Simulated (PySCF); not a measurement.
GeH₅Si, SMILES [SiH2][GeH3] (connectivity only; charge and spin as stated), charge +1, multiplicity 1. Geometry: B3LYP-D3(BJ)/def2-TZVP. The spin state was assumed, not searched. The isomer is the one that the SMILES or the coordinates give; other isomers of the formula were not compared.

TDDFT-M06-2X/def2-SVPD in PySCF 2.14.0 puts the lowest singlet excitations at 3.50, 4.91, 5.48, 5.57, 8.08, 8.08 eV.

**Question.** What are the lowest excitation roots from ADC(2)/aug-cc-pVDZ (PySCF)? (An estimate is asked for; the answer gives what the named calculation found.)

**Answer.** 3.92, 5.52, 6.03, 6.29, 8.56, 8.57 eV. S1 differs by 0.41 eV (second minus first; roots are paired by order, and the bases may differ).
